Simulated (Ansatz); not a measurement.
Mg₃O₂⁺. Charge 1, multiplicity 2. Geometry PBE-D4/def2-SVP; atoms count from 1.

```csv
atom,x (Å),y (Å),z (Å)
Mg1,-1.4562,0.1927,0.1108
Mg2,0.6755,-0.2016,-1.2917
Mg3,1.4780,0.0167,2.2351
O4,-1.1320,-0.0131,-1.7152
O5,0.4347,0.0052,0.6610
```

Another isomer (singlet) lies 0.04 eV lower at PBE0-D4/def2-TZVP.

(1) Estimate the Mulliken populations from the PBE0/def2-TZVP orbitals of Ansatz.

(2) Where does the spin sit?

(3) And the Mayer bond orders between bonded heavy atoms (over 0.3)?

Answers

(1) 
| atom | charge (e) | spin (α − β) |
| --- | --- | --- |
| Mg1 | 1.09 | 0.05 |
| Mg2 | 1.09 | 0.05 |
| Mg3 | 0.74 | 0.87 |
| O4 | -0.83 | 0.03 |
| O5 | -1.08 | 0.01 |
Mulliken values and Mayer orders depend strongly on the basis.

(2) Summed by element: Mg 0.97, O 0.03, of 1 unpaired in all. Largest on single atoms: Mg3 0.87, Mg2 0.05, Mg1 0.05.

(3) Mg1–O4 0.95 (1.87 Å); Mg1–O5 0.44 (1.98 Å); Mg2–O4 0.95 (1.87 Å); Mg2–O5 0.44 (1.98 Å); Mg3–O5 0.61 (1.89 Å).
